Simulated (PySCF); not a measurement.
# Excited states of V⁵⁺ (vanadium, charge +5)

Ground state [Ar], ¹S. Calculation: PySCF 2.14, in def2-TZVP (6s4p4d1f, 45 functions); the non-relativistic Hamiltonian (point nucleus). Vertical excitation energies in eV without spin-orbit coupling; excited terms of each kind are numbered among those the solver found. Frozen: [Ne].

```json
{"term": "1 3P°", "leading excitation": "3p → d", "EOM-EE-CCSD": "38.366"}
{"term": "1 3F°", "leading excitation": "3p → d", "EOM-EE-CCSD": "40.328"}
{"term": "1 1D°", "leading excitation": "3p → d", "EOM-EE-CCSD": "43.055"}
{"term": "1 3D°", "leading excitation": "3p → d", "EOM-EE-CCSD": "43.201"}
{"term": "1 1F°", "leading excitation": "3p → d", "EOM-EE-CCSD": "43.519"}
{"term": "1 1P°", "leading excitation": "3p → d", "EOM-EE-CCSD": "56.145"}
{"term": "1 3D", "leading excitation": "3s → d", "EOM-EE-CCSD": "67.522"}
{"term": "1 1D", "leading excitation": "3s → d", "EOM-EE-CCSD": "69.690"}
{"term": "1 3S", "leading excitation": "3p → p", "EOM-EE-CCSD": "75.101"}
{"term": "2 3D", "leading excitation": "3p → p", "EOM-EE-CCSD": "76.576"}
{"term": "2 1D", "leading excitation": "3p → p", "EOM-EE-CCSD": "77.135"}
```

The solver can miss terms.
